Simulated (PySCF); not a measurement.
## Stretching LiHg⁺

Set-up: Li def2-TZVP, Hg def2-TZVP with ECP60; scalar-relativistic core potentials (PySCF 2.14). Energies in eV from Li⁺ + Hg in their ground configurations at the same level. State: ¹Σ⁺ (singlet), closed shell.

All columns are r²SCAN. A positive dipole points towards Hg; it is taken about the centre of mass and depends on that origin.

```
R (Å)  E (eV)   μ (D)  Mulliken charge on Li (basis-dependent)  HOMO (eV)  LUMO (eV)  Mayer bond order  ⟨S²⟩
2.308  -0.316   -7.55                                     0.92     -12.98      -6.53              0.15  0.00
2.416  -0.420   -8.04                                     0.92     -12.83      -6.54              0.16  0.00
2.523  -0.477   -8.56                                     0.91     -12.67      -6.54              0.17  0.00
2.603  -0.497   -8.95                                     0.91     -12.55      -6.53              0.17  0.00
2.684  -0.504   -9.36                                     0.91     -12.43      -6.52              0.17  0.00
2.764  -0.500   -9.78                                     0.91     -12.31      -6.50              0.17  0.00
2.872  -0.483  -10.35                                     0.91     -12.16      -6.47              0.17  0.00
3.006  -0.450  -11.08                                     0.91     -11.96      -6.42              0.17  0.00
3.167  -0.403  -11.98                                     0.92     -11.74      -6.35              0.16  0.00
3.382  -0.336  -13.19                                     0.92     -11.45      -6.22              0.14  0.00
```

A fit through these points gives, at Re = 2.690 Å, μ = -9.40 D and dμ/dR = -5.15 D/Å; the reduced mass is 6.78 u.

Question: How strong is the fundamental in the double-harmonic approximation, I = 42.26·(dμ/dR)²/μred km/mol?

Answer: I = 42.26·(-5.15)²/6.78 = 165 km/mol at r²SCAN.

Closed-shell solutions of metal pairs were not tested for spin polarisation, which can lower them a little. Spin–orbit coupling is left out. For an ion De counts to the pair picked by the measured ionisation energies or electron affinities, which need not be the lowest pair at this level.
